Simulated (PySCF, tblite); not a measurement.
Isomers of C5H8O2Si2, one GFN2-xTB conformer each. Single-point energies are computed at PBE0/pcSseg-1 (PySCF, gas phase, no added dispersion term), electronic only.

| SMILES | GFN2-xTB relative energy (kcal/mol) |
| --- | --- |
| C#C[Si@H]1C=C(CO)[SiH2]O1 | 7.6 |
| C#CC1([SiH2]O[SiH2]O)C=C1 | 0.0 |
| C#C[SiH2][Si@](O)(C=C)C=O | 74.1 |
| C#C[Si@@H]1[SiH2]OC=C1OC | 37.3 |
| O=C(O)[SiH]1C=C[SiH2]C=C1 | 51.1 |

Conformers: `[CH:1]#[C:2][Si@H:3]1[CH:4]=[C:5]([CH2:6][OH:7])[SiH2:8][O:9]1` with C4–C5–C6–O7 158°, C5–C6–O7–H -62°; `[CH:1]#[C:2][C:3]1([SiH2:4][O:5][SiH2:6][OH:7])[CH:8]=[CH:9]1` with C2–C3–Si4–O5 179°, C3–Si4–O5–Si6 176°, Si4–O5–Si6–O7 -9°, O5–Si6–O7–H 180°; `[CH:1]#[C:2][SiH2:3][Si@:4]([OH:5])([CH:6]=[CH2:7])[CH:8]=[O:9]` with C2–Si3–Si4–O5 -173°, Si3–Si4–O5–H 139°, Si3–Si4–C6–C7 119°, Si3–Si4–C8–O9 -117°; `[CH:1]#[C:2][Si@@H:3]1[SiH2:4][O:5][CH:6]=[C:7]1[O:8][CH3:9]` with C6–C7–O8–C9 -1°; `[O:1]=[C:2]([OH:3])[SiH:4]1[CH:5]=[CH:6][SiH2:7][CH:8]=[CH:9]1` with O1–C2–O3–H 0°, O1–C2–Si4–C5 -121°, C2–Si4–C5–C6 -95°, C5–C6–Si7–C8 -20°, C6–Si7–C8–C9 20°, C2–Si4–C9–C8 96°.

What does PBE0/pcSseg-1 give for the same structures?

```json
{"SMILES": "C#C[Si@H]1C=C(CO)[SiH2]O1", "PBE0/pcSseg-1 E (Eh)": "-924.07686", "PBE0/pcSseg-1 (kcal/mol)": "0.0", "GFN2-xTB (kcal/mol)": "7.6", "point group": "C1"}
{"SMILES": "O=C(O)[SiH]1C=C[SiH2]C=C1", "PBE0/pcSseg-1 E (Eh)": "-924.06737", "PBE0/pcSseg-1 (kcal/mol)": "6.0", "GFN2-xTB (kcal/mol)": "51.1", "point group": "–"}
{"SMILES": "C#CC1([SiH2]O[SiH2]O)C=C1", "PBE0/pcSseg-1 E (Eh)": "-924.02990", "PBE0/pcSseg-1 (kcal/mol)": "29.5", "GFN2-xTB (kcal/mol)": "0.0", "point group": "C1"}
{"SMILES": "C#C[SiH2][Si@](O)(C=C)C=O", "PBE0/pcSseg-1 E (Eh)": "-924.01801", "PBE0/pcSseg-1 (kcal/mol)": "36.9", "GFN2-xTB (kcal/mol)": "74.1", "point group": "C1"}
{"SMILES": "C#C[Si@@H]1[SiH2]OC=C1OC", "PBE0/pcSseg-1 E (Eh)": "-924.00234", "PBE0/pcSseg-1 (kcal/mol)": "46.8", "GFN2-xTB (kcal/mol)": "37.3", "point group": "C1"}
```

GFN2-xTB puts C#CC1([SiH2]O[SiH2]O)C=C1 lowest instead; measured from each level's own lowest isomer, the values differ by up to 45.1 kcal/mol (O=C(O)[SiH]1C=C[SiH2]C=C1: 51.1 against 6.0). As drawn, the lowest has an O–H bond, which the highest lacks; the highest has an Si–Si bond, which the lowest lacks.

Which frontier levels, dipoles and rotational constants go with these structures?

| SMILES | HOMO (eV, PBE0/pcSseg-1) | LUMO (eV) | dipole (D) | A, B, C (MHz) |
| --- | --- | --- | --- | --- |
| C#C[Si@H]1C=C(CO)[SiH2]O1 | -7.84 | -0.94 | 2.22 | 2316, 696.6, 630.2 |
| O=C(O)[SiH]1C=C[SiH2]C=C1 | -7.44 | -1.23 | 1.92 | 1984, 816.7, 791.6 |
| C#CC1([SiH2]O[SiH2]O)C=C1 | -7.18 | -0.30 | 2.39 | 3096, 571.7, 504.1 |
| C#C[SiH2][Si@](O)(C=C)C=O | -6.90 | -1.71 | 1.99 | 1342, 772.3, 678.7 |
| C#C[Si@@H]1[SiH2]OC=C1OC | -6.09 | -0.46 | 0.47 | 1269, 1108, 659.2 |

What happens when harmonic zero-point energies from GFN2-xTB frequencies are added?

```csv
SMILES,ZPE (kcal/mol),electronic (kcal/mol),with ZPE (kcal/mol)
C#C[Si@H]1C=C(CO)[SiH2]O1,69.9,0.0,0.0
O=C(O)[SiH]1C=C[SiH2]C=C1,69.5,6.0,5.6
C#CC1([SiH2]O[SiH2]O)C=C1,65.9,29.5,25.5
C#C[SiH2][Si@](O)(C=C)C=O,67.7,36.9,34.7
C#C[Si@@H]1[SiH2]OC=C1OC,69.5,46.8,46.3
```

The zero-point energies span 4.0 kcal/mol. The order is unchanged.

As an exercise, what shares would exp(−E/RT) give at 2000 K from these electronic energies alone (no entropy, no degeneracies)?

RT = 3.974 kcal/mol: C#C[Si@H]1C=C(CO)[SiH2]O1 81.7 %, O=C(O)[SiH]1C=C[SiH2]C=C1 18.2 %, C#CC1([SiH2]O[SiH2]O)C=C1 under 0.1 %, C#C[SiH2][Si@](O)(C=C)C=O under 0.1 %, C#C[Si@@H]1[SiH2]OC=C1OC under 0.1 %.
